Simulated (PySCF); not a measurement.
**Broadened absorption spectrum of C4H8OSi**

Compound: C4H8OSi.
Numbering: `[CH2:1]=[C:2]1[CH2:3][O:4][CH2:5][SiH2:6]1` (hydrogens: H7, H8 on C1; H9, H10 on C3; H11, H12 on C5; H13, H14 on Si6)

The calculation used PySCF, TDDFT wB97X-D/def2-SVPD, vertical, gas phase, core orbitals frozen in the response. Geometry: GFN2-xTB, one conformer, isolated molecule.

Computed states:

```
state  E (eV)       f
   S1    5.76  0.0021
   S2    6.62   0.207
   S3    6.87   0.036
   S4    7.06   0.115
   S5    7.11   0.014
   S6    7.15   0.036
   S7    7.56  0.0020
   S8    7.84   0.012
```

Broadening: Gaussians 0.25 eV wide at half height, area fixed by f = 4.319×10⁻⁹ ∫ε dν̃. The width is an assumption, not a result. The curve ends short of the highest state used, and states not computed would add to its high-energy end.

Q: What does the envelope look like, and where are its maxima?

A: 
```json
{"λ (nm)": "171.2", "ε (L mol⁻¹ cm⁻¹)": "6152"}
{"λ (nm)": "173.2", "ε (L mol⁻¹ cm⁻¹)": "13335"}
{"λ (nm)": "175.2", "ε (L mol⁻¹ cm⁻¹)": "17324"}
{"λ (nm)": "177.3", "ε (L mol⁻¹ cm⁻¹)": "14336"}
{"λ (nm)": "179.3", "ε (L mol⁻¹ cm⁻¹)": "9485"}
{"λ (nm)": "181.3", "ε (L mol⁻¹ cm⁻¹)": "7767"}
{"λ (nm)": "183.4", "ε (L mol⁻¹ cm⁻¹)": "11543"}
{"λ (nm)": "185.4", "ε (L mol⁻¹ cm⁻¹)": "18904"}
{"λ (nm)": "187.4", "ε (L mol⁻¹ cm⁻¹)": "22567"}
{"λ (nm)": "189.5", "ε (L mol⁻¹ cm⁻¹)": "17459"}
{"λ (nm)": "191.5", "ε (L mol⁻¹ cm⁻¹)": "8999"}
{"λ (nm)": "193.5", "ε (L mol⁻¹ cm⁻¹)": "3151"}
{"λ (nm)": "195.6", "ε (L mol⁻¹ cm⁻¹)": "708"}
{"λ (nm)": "197.6", "ε (L mol⁻¹ cm⁻¹)": "121"}
{"λ (nm)": "199.6", "ε (L mol⁻¹ cm⁻¹)": "15"}
{"λ (nm)": "201.7", "ε (L mol⁻¹ cm⁻¹)": "2"}
{"λ (nm)": "203.7", "ε (L mol⁻¹ cm⁻¹)": "2"}
{"λ (nm)": "205.7", "ε (L mol⁻¹ cm⁻¹)": "10"}
{"λ (nm)": "207.8", "ε (L mol⁻¹ cm⁻¹)": "37"}
{"λ (nm)": "209.8", "ε (L mol⁻¹ cm⁻¹)": "89"}
{"λ (nm)": "211.8", "ε (L mol⁻¹ cm⁻¹)": "160"}
{"λ (nm)": "213.8", "ε (L mol⁻¹ cm⁻¹)": "218"}
{"λ (nm)": "215.9", "ε (L mol⁻¹ cm⁻¹)": "227"}
{"λ (nm)": "217.9", "ε (L mol⁻¹ cm⁻¹)": "182"}
{"λ (nm)": "219.9", "ε (L mol⁻¹ cm⁻¹)": "116"}
{"λ (nm)": "222.0", "ε (L mol⁻¹ cm⁻¹)": "56"}
{"λ (nm)": "224.0", "ε (L mol⁻¹ cm⁻¹)": "23"}
{"λ (nm)": "226.0", "ε (L mol⁻¹ cm⁻¹)": "8"}
{"λ (nm)": "228.1", "ε (L mol⁻¹ cm⁻¹)": "2"}
{"λ (nm)": "230.1", "ε (L mol⁻¹ cm⁻¹)": "0"}
```

Maxima: 215 nm (5.76 eV), ε about 230, made up of S1 (100%); 187 nm (6.62 eV), ε about 23000, made up of S2 (99%); 175 nm (7.07 eV), ε about 17000, made up of S4 (71%) and S6 (18%) (ε in L mol⁻¹ cm⁻¹; maxima over ε = 5, shares over 10%).

Q: Coming from long wavelengths, where does ε first pass 100 L mol⁻¹ cm⁻¹?

A: At about 220 nm (5.63 eV), 0.14 eV below S1.

Q: On this curve, what absorbance would a 10⁻³ mol/L sample give at 222 nm over a 1 cm path?

A: 222 nm is 5.585 eV, where ε is about 56 L mol⁻¹ cm⁻¹, so A = ε c l ≈ 0.056 (Beer–Lambert, with the gas-phase spectrum and the assumed width).

Q: What would ε be at 6.62 eV, the highest of these maxima, with half the width (0.125 eV)?

A: About 44700 L mol⁻¹ cm⁻¹ against 22600, a factor of about 1.98; a lone state at its own centre would give exactly 2.
